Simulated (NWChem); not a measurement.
# trimethylarsine (C3H9As); SMILES C[As](C)C

Program: NWChem. Pople sets run with spherical d functions. All runs use the structure optimised with PBE-D3(BJ)/def2-SVP. Computed dipoles belong to the equilibrium geometry; the measured one is vibrationally averaged.

Measured dipole moment: 0.86 D (NIST CCCBDB, as tabulated in the package chemicals).

Task: Which of these levels lies farthest from the measured value, and how do the others fare: Hartree-Fock/STO-3G; Hartree-Fock/3-21G; Hartree-Fock/6-31G*; Hartree-Fock/6-311G**?

Result: Hartree-Fock/6-31G*.
```tsv
level	dipole moment (D)	computed − measured
Hartree-Fock/STO-3G	0.68	-0.18
Hartree-Fock/3-21G	0.78	-0.08
Hartree-Fock/6-31G*	1.13	+0.27
Hartree-Fock/6-311G**	1.03	+0.17
```
